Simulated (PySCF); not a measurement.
Two species compared at the same levels of theory.

First species: C₇H₁₂SSi.
SMILES: `C=CC(C=C)/C=C/S[SiH3]`

Second species: C2H14OSi5.
Geometry (GFN2-xTB, Å), atoms numbered from 1 in this order:
```
atom  x, y, z in Å
C1     1.831   -1.679   -2.363
C2     1.411   -1.958   -1.140
Si3    1.606   -0.812    0.342
Si4   -0.272    0.614    0.412
Si5   -0.251    1.980   -1.489
Si6   -0.190    1.924    2.356
Si7   -2.207   -0.683    0.435
O8    -1.892   -1.515    1.805
H9     2.364   -0.767   -2.580
H10    1.676   -2.340   -3.204
H11    0.879   -2.889   -0.982
H12    1.789   -1.675    1.519
H13    2.871   -0.078    0.176
H14   -1.343    2.958   -1.523
H15   -0.342    1.238   -2.749
H16    0.985    2.760   -1.567
H17   -0.110    1.140    3.591
H18   -1.368    2.786    2.501
H19    0.969    2.823    2.373
H20   -2.420   -1.642   -0.658
H21   -3.501   -0.002    0.588
H22   -2.495   -2.164    2.156
```

Levels: PBE0/pcSseg-1 for dipole moment, HOMO energy, LUMO energy and HOMO–LUMO gap; GFN2-xTB for rotational constant A and rotational constant C. Geometries: GFN2-xTB. Each structure is a single optimised conformer of the isolated species, non-relativistic unless stated; the electronic structure was computed with PySCF and density fitting.

Dipoles, sizes and rotational constants follow the conformer. The torsions of the flexible species, by atom-mapped SMILES:
- `[CH2:1]=[CH:2][CH:3]([CH:4]=[CH2:5])/[CH:6]=[CH:7]/[S:8][SiH3:9]`: C1–C2–C3–C4 -130°, C2–C3–C4–C5 27°, C2–C3–C6–C7 117°, C6–C7–S8–Si9 11°
- `[CH2:1]=[CH:2][SiH2:3][Si:4]([SiH3:5])([SiH3:6])[SiH2:7][OH:8]`: C1–C2–Si3–Si4 88°, C2–Si3–Si4–Si5 -65°, Si3–Si4–Si7–O8 59°, H–O8–Si7–Si4 179°

Values for the first species:

* Dipole moment: 1.28 D
* HOMO energy: -6.45 eV
* LUMO energy: -0.31 eV
* HOMO–LUMO gap: 6.14 eV
* Rotational constant A: 1.807 GHz
* Rotational constant C: 0.537 GHz

Task: Estimate the same properties for the second species, and the change in each.

Result: 
```csv
property,first,second,second less first
dipole moment,1.28 D,1.85 D,+0.57 D
HOMO energy,-6.45 eV,-7.53 eV,-1.08 eV
LUMO energy,-0.31 eV,-0.79 eV,-0.48 eV
HOMO–LUMO gap,6.14 eV,6.74 eV,+0.60 eV
rotational constant A,1.807 GHz,0.800 GHz,-1.007 GHz
rotational constant C,0.537 GHz,0.514 GHz,-0.023 GHz
```

On the first: A dipole of 1.28 D is allowed in C1, and pure rotational transitions are dipole-allowed. In atomic units the dipole is 0.50 e·bohr (1 au = 2.5417 D).

On the second: The dipole equals about 6.2 × 10⁻³⁰ C·m (1 D = 3.33564 × 10⁻³⁰ C·m). A dipole of 1.85 D is allowed in C1, and pure rotational transitions are dipole-allowed.
